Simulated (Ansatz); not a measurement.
The cluster Si₉H₁₅, relaxed as a doublet with UKS r2SCAN-D4/def2-SVP in Ansatz, starting from the GFN2-xTB geometry. Force threshold 0.03 eV/Å.

Another isomer (doublet) lies 0.56 eV lower at PBE0-D4/def2-TZVP; other spin states weren't run for this one.

Start:

```xyz
24

Si   -0.343    2.756   -0.092
Si    0.815   -4.432   -0.441
Si   -2.647    2.248   -0.176
Si    1.398   -0.589    0.804
Si    1.049    2.141   -1.866
Si    1.710   -0.049   -1.451
Si   -2.386    0.588    1.452
Si   -0.080    1.064    1.616
Si    0.746   -2.811    1.150
H    -3.203    0.694    2.665
H    -0.072   -4.285   -1.601
H    -0.663   -2.734    1.589
H    -3.103    1.773   -1.490
H     2.210    3.035   -1.984
H    -0.067    4.147    0.309
H     0.858   -0.959   -2.236
H     2.715   -0.402    1.454
H    -2.671   -0.771    0.969
H     2.101   -4.852   -1.008
H     0.326    1.505    2.963
H     0.366    2.287   -3.158
H    -3.584    3.336    0.129
H     1.461   -3.335    2.331
H     3.063   -0.353   -1.927
```

| step | energy (eV) | largest force component (eV/Å) | SCF passes |
| --- | --- | --- | --- |
| 1 | -71113.7861 | 0.627 | 18 |
| 2 | -71114.0449 | 0.335 | 23 |
| 3 | -71114.0939 | 0.076 | 19 |
| 4 | -71114.1288 | 0.110 | 20 |
| 5 | -71114.1515 | 0.111 | 20 |
| 6 | -71114.1685 | 0.179 | 20 |
| 7 | -71114.1850 | 0.248 | 19 |
| 8 | -71114.2023 | 0.258 | 19 |
| 9 | -71114.2121 | 0.256 | 19 |
| 10 | -71114.2302 | 0.048 | 20 |
| 11 | -71114.2335 | 0.009 | 20 |
| 13 | -71114.2361 | 0.032 | 21 |
| 15 | -71114.2376 | 0.010 | 21 |
| 17 | -71114.2414 | 0.113 | 19 |
| 19 | -71114.2446 | 0.071 | 19 |
| 21 | -71114.2464 | 0.056 | 19 |
| 23 | -71114.2479 | 0.064 | 15 |
| 25 | -71114.2496 | 0.049 | 19 |
| 27 | -71114.2504 | 0.071 | 15 |
| 29 | -71114.2514 | 0.056 | 20 |
| 31 (rejected) | -71114.2513 | 0.039 | 19 |
| 33 | -71114.2522 | 0.020 | 20 |

Force components are those of the run's own axes.

End:

| atom | x (Å) | y (Å) | z (Å) |
| --- | --- | --- | --- |
| Si1 | -0.1414 | 2.8336 | 0.0769 |
| Si2 | 1.7828 | -4.4281 | -0.0408 |
| Si3 | -2.4910 | 2.5801 | -0.0999 |
| Si4 | 1.2332 | -0.6925 | 0.5809 |
| Si5 | 0.9374 | 2.0350 | -1.8601 |
| Si6 | 0.7299 | -0.3033 | -1.6864 |
| Si7 | -2.3579 | 0.5519 | 1.1236 |
| Si8 | -0.0677 | 0.9874 | 1.5957 |
| Si9 | 0.6350 | -2.8643 | 1.2498 |
| H10 | -3.2688 | 0.4731 | 2.3095 |
| H11 | 1.4505 | -4.3404 | -1.4988 |
| H12 | -0.8377 | -3.0357 | 1.0405 |
| H13 | -3.0691 | 2.5345 | -1.4813 |
| H14 | 2.3965 | 2.3774 | -1.7951 |
| H15 | 0.3749 | 4.1691 | 0.5180 |
| H16 | -0.6931 | -0.7041 | -1.9370 |
| H17 | 2.7018 | -0.4702 | 0.7970 |
| H18 | -2.5446 | -0.6817 | 0.2949 |
| H19 | 3.2686 | -4.3791 | 0.1417 |
| H20 | 0.2571 | 1.2600 | 3.0316 |
| H21 | 0.3651 | 2.6038 | -3.1218 |
| H22 | -3.2185 | 3.6243 | 0.6923 |
| H23 | 0.9423 | -3.0778 | 2.7005 |
| H24 | 1.6149 | -1.0529 | -2.6317 |

By distances, no bond broke or formed. The bond that changes most is Si2–Si9, from 2.27 to 2.33 Å (atoms count from 1).

The force fell under the threshold at step 11, but the optimiser went on and released 0.019 eV more. No frequencies were taken in this run, so the end may be a saddle point.

Hardware: 6 threads of Intel Xeon on a shared host. Wall time 7.7 min, peak host memory 0.57 GiB.
